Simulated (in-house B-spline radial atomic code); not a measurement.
RPA and G0W0 for Kr IV (Kr3+), [Ar] 3d10 4s2 4p3, highest spin, as one setting changes: the radius of a hard wall (bohr). Start: PBE. A dash marks a level of low quasi-particle weight. Computed with an all-electron radial atomic-structure program (B-spline basis): all electrons, non-relativistic, point nucleus, each spin shell either full or empty, empty states to l = 9 with an (l + 1/2)⁻⁴ tail; G0W0 by contour deformation at full frequency.

```tsv
radius of a hard wall (bohr)	mean-field level (eV)	G0W0 level (eV)	RPA correlation (Eh)
2	-5.599	4p up -15.319	-2.5356
2.5	-31.19	4p up -39.56	-2.4807
3	?	?	?
3.5	-43.00	4p up -50.11	-2.4411
4	-44.09	4p up -50.94	-2.4364
5	-44.57	4p up -51.23	-2.4341
6	-44.61	4p up -51.24	-2.4337
8	?	?	?
12	-44.62	4p up -51.23	-2.433
```

(1) What belongs in the row for 3?

(2) What belongs in the row for 8?

Results:

(1) mean-field level (eV): -39.89; G0W0 level (eV): 4p up -47.46; RPA correlation (Eh): -2.4531.

(2) mean-field level (eV): -44.62; G0W0 level (eV): 4p up -51.24; RPA correlation (Eh): -2.4333.
